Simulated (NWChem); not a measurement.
CdSiH₄Se; SMILES [SiH3][Cd][SeH]

```xyz
7

Cd    -0.0102    -0.4271     0.0004
Se    -0.0259     2.0566    -0.0003
H      1.4471     2.0943     0.0004
Si    -0.0051    -2.9352    -0.0009
H      0.1950    -3.4777    -1.3821
H     -1.2992    -3.4781     0.5213
H      1.0956    -3.4682     0.8633
```
Atoms are numbered in this order, from 1.

All runs: NWChem. All runs use the structure optimised with PBE0/def2-SVP. No frequency run checked for a minimum. def2 effective core potentials on Cd; no spin-orbit coupling. Ions are spin-unrestricted doublets at the neutral geometry; other ion states weren't tried.

### Question
What does the run give for PBE/def2-SVP? Quantities: vertical ionisation energy, ΔSCF (eV); −ε(HOMO) (eV).

### Answer
```
Property                               Result
-------------------------------------  ------
vertical ionisation energy, ΔSCF (eV)    8.63
−ε(HOMO) (eV)                            5.51
```
